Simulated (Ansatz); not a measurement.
Which method gave which barrier?

Saddle point of CH$_{8}$GeS, singlet (CH₆GeS ([CH3][GeH2][SH]) + H₂ → CH₆Ge ([CH3][GeH3]) + H₂S; bonds formed: Ge1–H7, S2–H6; bonds broken: Ge1–S2, H6–H7), PBE0-D4/def2-TZVP structure:

| atom | x (Å) | y (Å) | z (Å) |
| --- | --- | --- | --- |
| Ge1 | -0.6510 | -0.2632 | 0.3310 |
| S2 | 1.8296 | -1.1280 | -0.1613 |
| H3 | -1.1091 | -1.6842 | -0.0391 |
| H4 | -1.6835 | 0.2117 | 1.3993 |
| C5 | -0.4561 | 1.0752 | -1.0553 |
| H6 | 1.1500 | -0.1934 | 1.1738 |
| H7 | 0.5019 | 0.2241 | 1.7061 |
| H8 | 1.6574 | -2.2336 | 0.5816 |
| H9 | -1.3959 | 1.6148 | -1.1825 |
| H10 | 0.3209 | 1.7840 | -0.7672 |
| H11 | -0.1640 | 0.5925 | -1.9865 |

Computed with Ansatz 0.2.0 (basis: def2-TZVPP, with def2-QZVPP for the basis limit); correlated methods freeze the cores. Filled d shells of the heavier atoms are correlated. The def2 sets are not built for correlating such inner shells, so the correlated values are less sure here. B3LYP uses VWN-RPA correlation. Extrapolation: Hartree–Fock as exp(−7.88 √X), correlation as X^−2.97. Four methods, as single points on the PBE0-D4 structures, gave these electronic barriers from the start structure: 49.70, 56.49, 61.18, 72.25 kcal/mol.

The methods were, in alphabetical order, B3LYP-D4, HF, MP2, PBE-D4. Which gave which? (A judgement: the text doesn't fix the answer.)

The calculation gives: PBE-D4 49.70; B3LYP-D4 56.49; MP2 61.18; HF 72.25 kcal/mol. For comparison, CCSD(T) at an estimated basis limit (MP2 extrapolated from triple and quadruple zeta, plus CCSD(T) − MP2 in triple zeta) gives 60.41 kcal/mol.

No T1 diagnostic of these runs exceeds 0.013.

Labels in which every atom is bracketed show which atoms are joined, not bond orders.

For scale, one of the runs: CCSD(T)/def2-TZVPP, 233 basis functions, launched by `ansatz run in.yaml --threads 4 --pin off --events-out ev --progress --plain --max-ram 9574MiB`. The run took 84 s on 4 CPU threads of an Arm Neoverse V2 (shared host), with 4 GiB of host memory at its peak.
